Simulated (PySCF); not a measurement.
## From computed data to an observable: chemical shift, span and skew from a shielding tensor

C₄H₆NO, SMILES O=C1CCC[N]1 (connectivity only; charge and spin as stated), charge -1, multiplicity 1. Atoms are numbered in the order given.

```xyz
12

O      1.9752    -0.6379    -0.4569
C      0.7743    -0.3488    -0.2314
C      0.3881     1.1064     0.1938
C     -1.0467     0.9488     0.6949
C     -1.4902    -0.3540    -0.0325
N     -0.2998    -1.1194    -0.3171
H      0.4535     1.7602    -0.6947
H      1.0993     1.4939     0.9378
H     -1.0509     0.7834     1.7852
H     -1.7062     1.8089     0.4870
H     -2.0414    -0.0892    -0.9676
H     -2.2102    -0.9331     0.5785
```
Charge -1, spin multiplicity 1.

Coordinates come from a B3LYP-D3(BJ)/def2-SVPD optimisation. The multiplicity is an assumed one; no other spin state was optimised. The isomer is the one that the SMILES or the coordinates give; other isomers of the formula were not compared. One conformer was computed; it need not be the lowest.

GIAO shieldings from PBE/pcSseg-1 in PySCF, non-relativistic, no solvent. The symmetric part of the tensor of C2 has the principal values -76.5, 28.1, 65.1 ppm. The same nucleus in TMS has σ = 182.0 ppm at this level (PySCF, at its B3LYP-D3(BJ)/def2-TZVP geometry).

Question: Work out the isotropic shielding, the ¹³C shift against TMS, the span and the skew.

Answer: 
σ(iso) = (σ11 + σ22 + σ33)/3 = 5.6 ppm. δ = σ(ref) − σ(iso) = 182.0 − (5.6) = 176.4 ppm.
Span Ω = σ33 − σ11 = 141.6 ppm. Skew κ = 3(σ(iso) − σ22)/Ω = -0.48. Tumbling in solution averages the tensor to δ; in a static solid the shielding alone would spread this spin-1/2 line over Ω.
